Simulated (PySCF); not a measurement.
First SCF of a structure search on doublet HfOBr, at a hand-made bent geometry. PySCF input:

```python
from pyscf import gto, scf, dft
mol = gto.M(atom='''
Hf     0.000000     0.000000     0.000000
O     -1.515400     0.000000     1.061100
Br     2.178900     0.000000     1.525700''',
    basis={'Hf': 'def2-TZVP', 'O': 'def2-TZVP', 'Br': 'def2-TZVP'},
    ecp={'Hf': 'def2-TZVP'},
    charge=0, spin=1)
mf = dft.UKS(mol, xc='PBE0')
mf.grids.atom_grid = (50, 194)
aux = {'Hf': 'def2-universal-JKFIT', 'O': 'def2-universal-JKFIT', 'Br': 'def2-universal-JKFIT'}
mf = mf.density_fit(auxbasis=aux)
mf.conv_tol = 1e-08
mf.diis_space = 10
mf.max_cycle = 60
mf.init_guess = 'minao'
mf.verbose = 4
mf.kernel()
```

Excerpt of the output (cycles alone):

```
init E= -2677.59424039622
cycle= 1 E= -2696.81273624686  delta_E= -19.2  |g|= 0.819  |ddm|= 4.25
cycle= 2 E= -2690.1383439184  delta_E= 6.67  |g|= 2.74  |ddm|= 2.16
cycle= 3 E= -2697.01988039595  delta_E= -6.88  |g|= 0.354  |ddm|= 2.06
cycle= 4 E= -2697.0563224244  delta_E= -0.0364  |g|= 0.268  |ddm|= 0.569
cycle= 5 E= -2697.09501273631  delta_E= -0.0387  |g|= 0.0737  |ddm|= 0.346
cycle= 6 E= -2697.09795907628  delta_E= -0.00295  |g|= 0.0343  |ddm|= 0.0847
cycle= 7 E= -2697.09836387543  delta_E= -0.000405  |g|= 0.0169  |ddm|= 0.0193
cycle= 8 E= -2697.09852374418  delta_E= -0.00016  |g|= 0.00577  |ddm|= 0.0203
cycle= 9 E= -2697.09855702692  delta_E= -3.33e-05  |g|= 0.000988  |ddm|= 0.0154
cycle= 10 E= -2697.09856041776  delta_E= -3.39e-06  |g|= 0.00077  |ddm|= 0.00504
cycle= 11 E= -2697.09856217193  delta_E= -1.75e-06  |g|= 0.000285  |ddm|= 0.00457
cycle= 12 E= -2697.09856246793  delta_E= -2.96e-07  |g|= 9.87e-05  |ddm|= 0.00232
cycle= 13 E= -2697.09856248639  delta_E= -1.85e-08  |g|= 2.54e-05  |ddm|= 0.000558
cycle= 14 E= -2697.0985624881  delta_E= -1.71e-09  |g|= 8.86e-06  |ddm|= 0.00014
Extra cycle  E= -2697.09856248828  delta_E= -1.81e-10  |g|= 7.37e-06  |ddm|= 2.81e-05
converged SCF energy = -2697.09856248828  <S^2> = 0.75500347  2S+1 = 2.0049972
```

No lower solution of this spin was found from smeared starts or by a stability analysis within the unrestricted form.

Open d and f shells are described by one determinant, and the ground state may have another occupation or spin. Spin–orbit coupling, left out here, can matter for elements this heavy.

The search for the lowest solution, 3 starts and the stability check together, took 13 s on 4 threads of a shared Arm Neoverse V2 host, with 119 basis functions; the process peaked at 0.45 GiB. Launch command: `OMP_NUM_THREADS=4 python axn.py task.json out`.
